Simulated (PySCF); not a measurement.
Job for PySCF: R-HF/STO-3G on H4SeSi (SMILES [SiH3][SeH]), a point of a bond scan (R = 1.767 Å).

```python
from pyscf import gto, scf, dft, mp
from pyscf.data.elements import chemcore

mol = gto.M(
    atom='''
    Si   -1.41089708   -0.55973432    0.05076610
    Se    0.70615001    0.32303231   -0.02768899
    H    -1.63370995   -1.31771293    1.30126411
    H    -2.30799106    0.61377758    0.00171144
    H    -1.66952665   -1.44568471   -1.10514268
    H     1.48439379   -1.26124417    0.04497892
    ''',
    basis='sto-3g',
    charge=0, spin=0, verbose=3, max_memory=1800)
mf = scf.RHF(mol)
mf.conv_tol = 1e-8
mf.max_cycle = 100
mf.kernel()
if not mf.converged:
    mf = mf.newton().run(mf.mo_coeff, mf.mo_occ)
```

### Question
What total energy does the run end on?

### Answer
-2661.4613 hartree.
